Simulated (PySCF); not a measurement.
This PySCF input asks for the NMR shieldings of SMILES CBOBO[Si](C)(C)C, C$_{4}$H$_{14}$B$_{2}$O$_{2}$Si; the geometry comes from GFN2-xTB.

```python
import basis_set_exchange as bse
import numpy as np
from pyscf import gto, dft
from pyscf.prop import nmr

atoms = """
C     2.648421   -1.645157   -1.626670
B     2.461246   -1.346310   -0.070920
O     2.154343   -0.152297    0.358269
B     1.681065    1.039175    0.660607
O     0.363352    1.291159    0.695275
Si   -1.134341    0.683332    0.455512
C    -1.155215   -1.226079    0.439249
C    -2.178226    1.352986    1.902288
C    -1.748089    1.369508   -1.215643
H     2.049874   -2.498662   -1.937756
H     2.381460   -0.797112   -2.251881
H     3.683528   -1.903645   -1.841751
H     2.632726   -2.209773    0.721165
H     2.425616    1.916153    0.926460
H    -0.633037   -1.618252   -0.429402
H    -0.656528   -1.625176    1.318450
H    -2.164493   -1.625817    0.424084
H    -2.210627    2.438409    1.894894
H    -3.200771    0.994510    1.840519
H    -1.779338    1.045941    2.864930
H    -1.614743    2.446372   -1.266980
H    -1.207707    0.935415   -2.052514
H    -2.803269    1.162306   -1.363157
"""
names = dict.fromkeys(["C", "B", "O", "Si", "H"], "pcSseg-1")
basis = {el: gto.basis.parse(bse.get_basis(n, elements=[el], fmt="nwchem")) for el, n in names.items()}
mol = gto.M(atom=atoms, basis=basis, charge=0, verbose=0)
mf = dft.RKS(mol, xc="PBE0")
mf.grids.level = 2
mf.grids.alignment = dft.numint.BLKSIZE   # the property module wants whole blocks of grid points
mf.conv_tol = 1e-9
mf.kernel()

calc = nmr.RKS(mf)   # GIAO
C = mf.mo_coeff
Co = C[:, mf.mo_occ > 0]
resp = mf.gen_response(singlet=True, hermi=2)
def vind(x):   # induced exchange potential for any number of trial vectors
    d = np.einsum("pi,xij,qj->xpq", C, 2 * x.reshape(-1, C.shape[1], Co.shape[1]), Co, optimize=True)
    return np.einsum("xpq,pi,qj->xij", resp(d - d.transpose(0, 2, 1)), C, Co, optimize=True).ravel()
mo1, _ = nmr.rhf.solve_mo1(calc, with_cphf=vind)
sigma = calc.kernel(mo1)
for i, s in enumerate(sigma):   # ppm
    print("%2d %-2s %9.2f" % (i, mol.atom_pure_symbol(i), np.trace(s) / 3))
```

Problem. What are the results?

Solution. 
```
 0 C     175.27
 1 B      56.18
 2 O      60.38
 3 B      82.49
 4 O     186.67
 5 Si    340.91
 6 C     184.94
 7 C     184.21
 8 C     184.05
 9 H      31.01
10 H      31.49
11 H      31.03
12 H      26.17
13 H      27.27
14 H      31.57
15 H      31.43
16 H      31.69
17 H      31.27
18 H      31.95
19 H      31.39
20 H      31.32
21 H      31.46
22 H      31.81
```

These numbers come from an equivalent density-fitted implementation of the same equations, which agrees with the script to about 0.01 ppm for H and up to a few tenths of a ppm for heavy atoms, so last digits may differ.

Size and cost of the density-fitted run: 230 basis functions, 70 s wall time on 1 thread of an Arm Neoverse V1, shared host; peak memory 1.1 GiB.
